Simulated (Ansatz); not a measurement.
Spectroscopic constants of BeO, closed-shell singlet (the spin of the measured ground state).

D_e counts from the fitted minimum to each atom's lowest state at the same level, without counterpoise. The singlet is restricted.

Correlated levels freeze the inner cores; with def2 sets outer-core shells near the valence are correlated too. CBS: X⁻³ extrapolation of the correlation energy, Hartree–Fock from the larger set.

Run with Ansatz (Gaussian basis) for Hartree–Fock, density functionals and correlated methods. Each number belongs to the level named beside it.

```json
[
 {"level": "BHLYP/def2-TZVPP", "bond energy D_e (kJ/mol)": "371.3"},
 {"level": "CAM-B3LYP/def2-TZVPP", "bond energy D_e (kJ/mol)": "442.4"},
 {"level": "B2PLYP/def2-TZVPP", "bond energy D_e (kJ/mol)": "450.2"},
 {"level": "CCSD/aug-cc-pVTZ", "bond energy D_e (kJ/mol)": "384.3"},
 {"level": "CCSD/def2-TZVPP", "bond energy D_e (kJ/mol)": "359.1"},
 {"level": "CCSD/def2-QZVPP", "bond energy D_e (kJ/mol)": "[?]"},
 {"level": "CCSD/aug-cc-pV5Z", "bond energy D_e (kJ/mol)": "[?]"},
 {"level": "CCSD(T)/aug-cc-pV5Z", "bond energy D_e (kJ/mol)": "438.3"},
 {"level": "CCSD(T)/CBS(aug-cc-pVQZ, aug-cc-pV5Z)", "bond energy D_e (kJ/mol)": "442.4"}
]
```

Question: Fill in the missing entries.

Answer: 
- CCSD/def2-QZVPP, bond energy D_e (kJ/mol): 393.4
- CCSD/aug-cc-pV5Z, bond energy D_e (kJ/mol): 402.9

Ansatz is an electronic-structure program.
